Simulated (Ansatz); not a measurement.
`B[O][GaH2]` + H₂ → `[GaH3]` + `BO` at 500 K and 1 bar (hydrogenolysis of a Ga–O bond).

Program: Ansatz. Geometries: PBE0-D4/def2-TZVP. ΔE: electronic, gas phase. CCSD(T)/CBS adds triple-zeta CCSD(T) − MP2 to the extrapolated MP2 energy (def2 sets, frozen cores). This one scheme is used for every species. For Ga outer-core shells are correlated without core-valence functions, which leaves a few kJ/mol of doubt a bond. Scalar relativity is left out up to krypton.

```tsv
species	CCSD(T)/CBS energy (Eh)	H − E (kJ/mol)	S (J/(mol·K))
`B[O][GaH2]`	-2026.35181	135.2	360.8
H₂	-1.17544	41.0	145.5
`[GaH3]`	-1925.70545	69.3	243.1
`BO`	-101.80414	113.6	256.0
```

H − E and S are ideal-gas, rigid-rotor, harmonic terms from PBE0-D4/def2-TZVP. The MP2-based limit puts H₂ 0.8 mEh under its directly extrapolated value; such offsets cancel only in part. 1 Eh = 2625.50 kJ/mol, R = 8.31446 J/(mol·K).

Q: By hand: ΔE, ΔH, ΔS and ΔG.

A: ΔE = (-1925.70545) + (-101.80414) − (-2026.35181) − (-1.17544) = 0.01766 Eh = 46.4 kJ/mol. Δ(H − E) = 69.3 + 113.6 − 135.2 − 41.0 = 6.7, so ΔH = 53.1 kJ/mol. ΔS = 243.1 + 256.0 − 360.8 − 145.5 = -7.2 J/(mol·K). ΔG = 53.1 − 500 × (-7.2)/1000 = 56.7 kJ/mol.

Q: By hand: the equilibrium constant, and the temperature at which ΔG would vanish if ΔH and ΔS stayed fixed.

A: log₁₀ K = −ΔG/(RT ln 10) = -5.9. ΔH and −TΔS have one sign here, so there is no such temperature.

The number of gas molecules stays the same, so ΔS is small and ΔH decides. A doubt of 5 kJ/mol in ΔE shifts log₁₀ K by 0.5 here. These are equilibria of isolated gas molecules and say nothing of rates. Largest T1 diagnostic: 0.016 (customary marks: 0.02 for closed shells, 0.045 for open ones).
